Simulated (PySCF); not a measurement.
# Gas-phase XPS of `C=CC[Se][SiH3]`, computed

Compound: C3H8SeSi.
Cartesian coordinates in Å at the PBE0-D3(BJ)/def2-SVP level; atoms count from 1:
```
atom  x, y, z in Å
C1     2.4622    0.2657    0.6079
C2     1.1581    0.4045    0.3614
C3     0.5052    0.0677   -0.9310
Se4   -0.6968   -1.5070   -0.8005
Si5   -2.4710   -0.4483    0.1465
H6     3.1493   -0.1182   -0.1530
H7     2.8892    0.5287    1.5788
H8     0.5014    0.7861    1.1525
H9    -0.0982    0.9004   -1.3230
H10    1.2410   -0.2106   -1.6987
H11   -2.1670    0.0706    1.5157
H12   -2.9085    0.7067   -0.6971
H13   -3.5572   -1.4666    0.2314
```

Theory: delta-SCF UKS SCAN, pcX-2 on the ionised atom, pcseg-1 elsewhere, spin-free X2C in PySCF 2.14.0. Vertical ΔSCF values, vacuum level as zero.

Problem. What binding energy does each computed site have?

Solution. 
```
atom(s)                 bonded to     level  binding energy (eV)  2p1/2 (eV)  above the level's lowest (eV)  count
    Si5                Se and 3 H  Si 2p3/2               106.98      107.60                           0.00      1
     C1   C (double bond) and 2 H      C 1s               290.15           –                           0.00      1
     C2  C (double bond), C and H      C 1s               290.71           –                          +0.56      1
     C3             C, Se and 2 H      C 1s               291.22           –                          +1.07      1
    Si5                Se and 3 H     Si 1s              1846.77           –                           0.00      1
```

The listed C 1s values span 1.07 eV, from C1 (bonded to C (double bond) and 2 H) to C3 (bonded to C, Se and 2 H).

Problem. Which photon energy gives electrons from C 1s of C1 a kinetic energy of 100 eV, and what is their de Broglie wavelength?

Solution. hν = 290.15 + 100 = 390.15 eV, recoil neglected; λ = 12.264 Å/√(E/eV) = 1.23 Å.

Spin–orbit and ligand-field terms were added within each 2p shell after the spin-free SCF. 2p1/2 minus 2p3/2 (ligand field included): Si 0.62 eV. No level of selenium is listed. One conformer (not necessarily the lowest) at the PBE0-D3(BJ)/def2-SVP geometry, without solvent, vibrations or thermal averaging.
